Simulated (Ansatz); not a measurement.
C2H6F2Si can be A, `CC(F)(F)[SiH3]`, or B, `FC(F)C[SiH3]`.

Program: Ansatz. Geometries: PBE0-D4/def2-TZVP. ΔE: electronic, gas phase. CCSD(T)/CBS adds triple-zeta CCSD(T) − MP2 to the extrapolated MP2 energy (def2 sets, frozen cores). DFT in def2-TZVPP. B3LYP here is the variant with VWN-RPA as its local correlation; programs differ in this. Each species was taken in one conformer, which may not be the lowest.

(1) Which isomer does CCSD(T)/CBS put lower? Give the gap. (Best estimate.)

(2) Give E(B) − E(A) in kJ/mol with B3LYP, r2SCAN-D4, B3LYP-D4, BLYP-D4, MP2/def2-TZVPP, PBE0-D4, HF/def2-TZVPP. (Best estimate.)

(3) Does the order hold for the free energy at 298.15 K (harmonic terms from PBE0-D4)? (Estimate.)

Largest T1 diagnostic: 0.012.

## Answers

(1) Ansatz gave: B, by 24.1 kJ/mol.

(2) Computed: B3LYP -21.5, r2SCAN-D4 -22.0, B3LYP-D4 -20.4, BLYP-D4 -16.1, MP2/def2-TZVPP -29.0, PBE0-D4 -24.9, HF/def2-TZVPP -30.2. None reverses the order clearly.

(3) Computed: Yes: G(B) − G(A) = -21.6 kJ/mol, for one conformer each.

From r2SCAN to r2SCAN0 (25 % exact exchange), in def2-TZVPP and without D4, E(B) − E(A) moves by −4.0 kJ/mol. Leaving LDA and LC-ωPBE aside and taking each functional with its dispersion term where it has one, the values, not all of them listed here, spread over 12.9 kJ/mol, from PBE-QIDH to BLYP-D4.
